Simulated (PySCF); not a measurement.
Compound: C10H11P.
SMILES with atom numbers: `[CH3:1][c:2]1[pH:3][c:4]2[cH:5][cH:6][cH:7][cH:8][c:9]2[c:10]1[CH3:11]`

Definitions: NICS(0) = −σiso at the ring centroid; NICS(1) = −σiso and NICS(1)zz = −σzz at ±1 Å along the ring normal z. Level: GIAO PBE0/pcSseg-1 (PySCF, non-relativistic, gas phase) on the GFN2-xTB geometry, one conformer.

Ring bond lengths (Å), with Mayer bond orders in brackets: C2–P3 1.826 (0.95), P3–C4 1.817 (0.93), C4–C9 1.407 (1.36), C9–C10 1.453 (1.09), C10–C2 1.350 (1.70); C4–C5 1.383 (1.45), C5–C6 1.385 (1.44), C6–C7 1.387 (1.43), C7–C8 1.383 (1.44), C8–C9 1.389 (1.40), C9–C4 1.407 (1.36).

Problem. Give the NICS values of each ring in ppm.

Solution. 
```json
{"ring": "C2–P3–C4–C9–C10", "type": "5-membered ring with P; bonds drawn aromatic by RDKit's count", "NICS(0)": "-1.6", "NICS(1), two faces": "-4.4 / -4.3", "NICS(1)zz, two faces": "-4.0 / -5.3", "rms pucker (Å)": "0.03", "centre to ring atoms, mean (Å)": "1.33"}
{"ring": "C4–C5–C6–C7–C8–C9", "type": "6-membered carbocycle; formal bonds all aromatic", "NICS(0)": "-8.3", "NICS(1), two faces": "-11.2 / -11.2", "NICS(1)zz, two faces": "-28.0 / -27.6", "rms pucker (Å)": "0.00", "centre to ring atoms, mean (Å)": "1.39"}
```

Problem. What do they say, and how far can they be read as aromaticity?

Solution. 
- C2–P3–C4–C9–C10: mean NICS(1)zz -4.7 ppm, shielded. A hydrogen on P3, outside the ring, lies 1.86 Å from a NICS(1) probe.
- C4–C5–C6–C7–C8–C9: mean NICS(1)zz -27.8 ppm, shielded. For a flat ring without four-coordinate atoms the NICS criterion counts such a value as aromatic, though in fused rings the probe also feels the neighbouring ring.

Problem. What does the geometric index give? HOMA = 1 − mean of α(R − Ropt)² over the ring bonds, with Krygowski's 1993 parameters (CC: Ropt 1.388 Å, α 257.7 Å⁻²; CP: Ropt 1.698 Å, α 118.91 Å⁻²).

Solution. 
- C2–P3–C4–C9–C10: HOMA -0.03; the largest term is that of C2–P3, α(R − Ropt)² = 1.94.
- C4–C5–C6–C7–C8–C9: HOMA 0.98 = 1 − EN − GEO, with mean bond length 1.389 Å, EN = α(Ropt − mean)² = 0.000 and GEO = α × variance = 0.017. The geometric and the magnetic index point the same way.
